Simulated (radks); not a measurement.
The technetium ion Tc16+, 27 electrons, occupied as [Ar] 3d9.

Method: scalar-relativistic Kohn-Sham, BLYP, spin-polarised, spherical densities, finite nucleus; open shells are filled with parallel spins first (spin-orbit coupling, left out, can overturn this in heavy ions); Fermi nuclear charge, rms radius 4.4112 fm; computed with a radial shooting solver on a logarithmic mesh with Libxc functionals.

Energy parts (Ry):
part                        energy
total                  -8366.00336
kinetic                 8644.85118
electron-nucleus      -19326.89223
Hartree                 2547.73731
exchange-correlation    -231.69962

Orbitals (lengths in bohr, moments of r in powers of bohr; <r^-3> diverges for s and p1/2):
[
 {"orbital": "1s up", "occ.": "1", "eigenvalue (Ry)": "-1564.784", "<r>": "0.03428", "<r^2>": "0.001586", "<r^-3>": "-"},
 {"orbital": "1s down", "occ.": "1", "eigenvalue (Ry)": "-1564.783", "<r>": "0.03428", "<r^2>": "0.001586", "<r^-3>": "-"},
 {"orbital": "2s up", "occ.": "1", "eigenvalue (Ry)": "-248.9802", "<r>": "0.1494", "<r^2>": "0.02630", "<r^-3>": "-"},
 {"orbital": "2s down", "occ.": "1", "eigenvalue (Ry)": "-248.8500", "<r>": "0.1494", "<r^2>": "0.02629", "<r^-3>": "-"},
 {"orbital": "2p up", "occ.": "3", "eigenvalue (Ry)": "-226.1221", "<r>": "0.1302", "<r^2>": "0.02069", "<r^-3>": "2778"},
 {"orbital": "2p down", "occ.": "3", "eigenvalue (Ry)": "-226.0239", "<r>": "0.1301", "<r^2>": "0.02067", "<r^-3>": "2780"},
 {"orbital": "3s up", "occ.": "1", "eigenvalue (Ry)": "-66.25594", "<r>": "0.4071", "<r^2>": "0.1893", "<r^-3>": "-"},
 {"orbital": "3s down", "occ.": "1", "eigenvalue (Ry)": "-66.08896", "<r>": "0.4074", "<r^2>": "0.1896", "<r^-3>": "-"},
 {"orbital": "3p up", "occ.": "3", "eigenvalue (Ry)": "-58.71906", "<r>": "0.4052", "<r^2>": "0.1903", "<r^-3>": "496.0"},
 {"orbital": "3p down", "occ.": "3", "eigenvalue (Ry)": "-58.55025", "<r>": "0.4056", "<r^2>": "0.1906", "<r^-3>": "494.6"},
 {"orbital": "3d up", "occ.": "5", "eigenvalue (Ry)": "-46.70194", "<r>": "0.3804", "<r^2>": "0.1716", "<r^-3>": "68.06"},
 {"orbital": "3d down", "occ.": "4", "eigenvalue (Ry)": "-46.51061", "<r>": "0.3810", "<r^2>": "0.1722", "<r^-3>": "67.90"},
 {"orbital": "4s up", "occ.": "0", "eigenvalue (Ry)": "-28.44955", "<r>": "0.8900", "<r^2>": "0.8876", "<r^-3>": "-"},
 {"orbital": "4s down", "occ.": "0", "eigenvalue (Ry)": "-28.39575", "<r>": "0.8913", "<r^2>": "0.8903", "<r^-3>": "-"},
 {"orbital": "4p up", "occ.": "0", "eigenvalue (Ry)": "-25.87147", "<r>": "0.9234", "<r^2>": "0.9601", "<r^-3>": "126.4"},
 {"orbital": "4p down", "occ.": "0", "eigenvalue (Ry)": "-25.82100", "<r>": "0.9250", "<r^2>": "0.9634", "<r^-3>": "125.8"}
]

The highest occupied level is 3d down at -632.81 eV. Summed over all electrons, <r^2> = 3.248 bohr^2, which gives a Langevin (diamagnetic) susceptibility term of -2.57 x 10^-6 cm^3/mol.
